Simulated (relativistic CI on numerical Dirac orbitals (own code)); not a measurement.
## Slater and spin-orbit integrals, Ir35+

Computed by Dirac-Coulomb-Breit CI, orbitals from a KLI potential per configuration, QED by a radiative potential, unscaled Slater integrals (own radial code, finite nucleus).

Slater integrals F^k, G^k are unscaled and averaged over j, outside the closed core [Ar] 3d10; ζ comes from projecting the Hamiltonian with its Breit term on Σ l·s of the shell.

- 4s2 4p6 4d6: F^2(4d,4d) = 246110, F^4(4d,4d) = 167510, ζ(4d) = 69987 cm⁻¹; <r>(4d) = 0.4079, <r^2>(4d) = 0.1902 (bohr units).
- 4s2 4p6 4d5 4f: F^2(4d,4d) = 245970, F^4(4d,4d) = 167410, ζ(4d) = 69919, F^2(4d,4f) = 247350, F^4(4d,4f) = 161080, G^1(4d,4f) = 253850, G^3(4d,4f) = 175460, G^5(4d,4f) = 129060, ζ(4f) = 12435 cm⁻¹; <r>(4d) = 0.4082, <r^2>(4d) = 0.1905, <r>(4f) = 0.3838, <r^2>(4f) = 0.1672 (bohr units).
- 4s2 4p5 4d7: ζ(4p) = 570690, F^2(4d,4d) = 246050, F^4(4d,4d) = 167460, F^2(4p,4d) = 247570, G^1(4p,4d) = 307490, G^3(4p,4d) = 196800, ζ(4d) = 69733 cm⁻¹; <r>(4p) = 0.4049, <r^2>(4p) = 0.1857, <r>(4d) = 0.408, <r^2>(4d) = 0.1903 (bohr units).

(1) Give the Racah parameters of the d shell in 4s2 4p6 4d6.

Averages of the first 10 configurations, taken without configuration mixing, which lowers the lowest level and can move excited configurations by several eV; other configurations of the list can lie among them:

```
 Configuration  Parity  States  Average energy above the lowest level (eV)
   4s2 4p6 4d6    even     210                                        39.9
4s2 4p6 4d5 4f     odd    3528                                       263.7
   4s2 4p5 4d7     odd     720                                       273.4
   4s2 4p4 4d8    even     675                                       510.2
    4s 4p6 4d7    even     240                                       462.5
       4p6 4d8    even      45                                       889.8
 4s 4p6 4d6 4f     odd    5880                                       684.0
    4s 4p5 4d8     odd     540                                       694.3
4s2 4p6 4d5 5s    even     504                                       522.0
4s2 4p6 4d5 5d    even    2520                                       700.6
```

Results:

(1) B = F²/49 − 5F⁴/441 = 3123 cm⁻¹ and C = 35F⁴/441 = 13295 cm⁻¹.
